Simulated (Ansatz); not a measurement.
A run on `[NH2][In]([Cl])[Br]` with other settings.

```yaml
crystal:
  periodic: [false, false, false]
  atoms:
    - {symbol: N, position_ang: [-0.146830, 1.231001, -0.201853]}
    - {symbol: In, position_ang: [0.148741, -0.739851, -0.023149]}
    - {symbol: Cl, position_ang: [2.257480, -1.549985, 0.467216]}
    - {symbol: Br, position_ang: [-1.599061, -2.371161, -0.538497]}
    - {symbol: H, position_ang: [-1.098377, 1.547879, -0.080276]}
    - {symbol: H, position_ang: [0.480047, 1.818218, 0.330358]}
basis:
  gaussian: {orbitals: def2-TZVPD, point_charges: [{charge: 0.50, position_ang: [5.149, 0.125, 0.764]}]}
hamiltonian: {xc: {name: B3LYP5}}
output: {forces: true}
```

```sh
$ ansatz run in.yaml --threads 4 --pin off --events-out ev --progress --plain --max-ram 10444MiB
```

It prints (some lines left out):

```
Functional definition: B3LYP5
1539 factors; their error is unknown
mean field evaluation 1: about -89254.1230 eV, gradient 7.1e1 eV
mean field evaluation 2: about -89204.3063 eV, gradient 1.4e2 eV
mean field evaluation 4: about -89263.7088 eV, gradient 1.3e1 eV
mean field evaluation 8: about -89264.0460 eV, gradient 2.2e-1 eV
mean field evaluation 16: about -89264.3484 eV, gradient 4.1e-4 eV
mean field -89264.34840767 eV, -3280.4042984334 hartree, gradient 1.4e-5 eV, S^2 0.000000; 0 other end points of the search recorded, 0 dependent functions left out
reference -89264.34869916 eV, -3280.4043091453 hartree; 41, 41 occupied and 173, 173 virtual orbitals, 1539 factors
Total energy: -89264.34869916 eV, -3280.4043091453 hartree
Atom 0 at    -0.146830     1.231001    -0.201853 Å, force     0.145776     0.219450    -0.029363 eV/Å
Atom 1 at     0.148741    -0.739851    -0.023149 Å, force    -0.634575     0.011513    -0.098787 eV/Å
Atom 2 at     2.257480    -1.549985     0.467216 Å, force     0.789295    -0.125180     0.151482 eV/Å
Atom 3 at    -1.599061    -2.371161    -0.538497 Å, force    -0.088847    -0.154429    -0.036804 eV/Å
Atom 4 at    -1.098377     1.547879    -0.080276 Å, force    -0.079753     0.036151     0.002966 eV/Å
Atom 5 at     0.480047     1.818218     0.330358 Å, force    -0.012639     0.103575     0.027475 eV/Å
Dipole moment:    -0.497380     0.430197     0.107348 e Å
```

Hardware: 4 threads of an Arm Neoverse V2 on a shared host. Wall time 5 s, peak host memory 0.74 GiB.
